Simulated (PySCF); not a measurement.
A structure optimised at PBE0-D3(BJ)/def2-SVP, used in a PySCF frequency run:

```
W
O 1 1.6924
O 1 1.8694 2 109.87
H 3 0.9647 1 128.39 2 -5.85
S 1 2.1322 2 107.55 3 118.64
Br 1 2.4173 2 108.43 3 -123.74
```
Charge 0, spin multiplicity 1.

**Question.** Write its SMILES and formula.

**Answer.** [O]=[W]([OH])(=[S])[Br], BrHO₂SW

**Question.** What are its rotational constants (standard atomic weights)?

**Answer.** 2.3664, 1.0027, 0.87107 GHz
